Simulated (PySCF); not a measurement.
Compound: CrI4 (triplet state).
Structure used (PBE0-D3(BJ)/def2-SVP), in Å, numbered top down from 1:
```
atom  x, y, z in Å
Cr1    0.0002   -0.0003   -0.0025
I2     0.0053   -0.0151    2.4764
I3     2.3396    0.0118   -0.8369
I4    -1.1770    2.0273   -0.8065
I5    -1.1682   -2.0237   -0.8305
```

Level of theory: PySCF, PBE0-D3(BJ)/def2-SVP geometry optimisation, gas phase, def2 core potentials past Kr.

Masses are those of the commonest isotopes; rigid-rotor values at the optimised geometry. 

Q: Give the principal moments of inertia and the rotational constants in MHz.

A: Ia = 2077.08, Ib = 2081.02, Ic = 2086.29 u·Å²; 505379 MHz·u·Å²/I gives A = 243.3, B = 242.9, C = 242.2 MHz.

Q: What kind of rotor is it?

A: A spherical top, as the point group Td requires three equal moments; the computed ones differ by 0.44 % because the geometry is symmetric only within the optimiser's tolerance.

The point group Td allows no dipole (computed: 0.02 D), so a rigid rotor has no electric-dipole lines.

Q: Estimate the classical rotational partition function at 25 K, 200 K and 298.15 K.

A: Point group Td, symmetry number σ = 12; q = (√π/σ)·√((kT/h)³/(ABC)), k/h = 20836.6 MHz/K: 14700 at 25 K, 332000 at 200 K, 605000 at 298.15 K.

For this open shell read J as N, the rotation without spin; fine and hyperfine splittings come on top. PBE0-D3(BJ)/def2-SVP frequencies: not computed here. ⟨S²⟩ = 2.427 (exact for a triplet: 2.00). Zero-point vibration and centrifugal distortion are left out.

Neither the SCF state along the optimisation nor the shape of the open-shell metal species was proved the lowest: other solutions of the same spin, or a structure of lower symmetry, can lie below.
